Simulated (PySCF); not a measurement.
Si(Cl)2(I)(OH) (Cl₂HIOSi), SMILES O[Si](Cl)(Cl)I. Heavy atoms are numbered as in [OH:1][Si:2]([Cl:3])([Cl:4])[I:5]. Hydrogens are named by the atom that carries them.

The structure is a stationary point at B3LYP-D3(BJ)/def2-SVP. This is a generated structure with no PubChem entry under its InChIKey; it may be hypothetical. The def2 effective core potentials stand for the cores of I; spin–orbit coupling is left out. Other conformers were not sampled.

Method: PBE/def2-TZVP (PySCF).

ESP charges are fitted to the potential on shells at 1.4 to 2.0 van der Waals radii. Atomic charges (e), one atom of each kind:

```csv
atom,ESP fit,Mulliken,Löwdin
O1 (OH),-0.44,-0.43,-0.08
Si2,-0.02,0.54,-0.86
Cl3,-0.03,-0.17,0.26
I5,0.07,-0.08,0.23
H on O1,0.44,0.32,0.19
```

Computed Mayer and Wiberg (Löwdin basis) orders of the bonds:
| bond | Mayer | Wiberg |
|---|---|---|
| O1–Si2 | 1.31 | 1.75 |
| Si2–Cl3 | 1.20 | 1.84 |
| Si2–Cl4 | 1.20 | 1.84 |
| Si2–I5 | 1.19 | 1.70 |
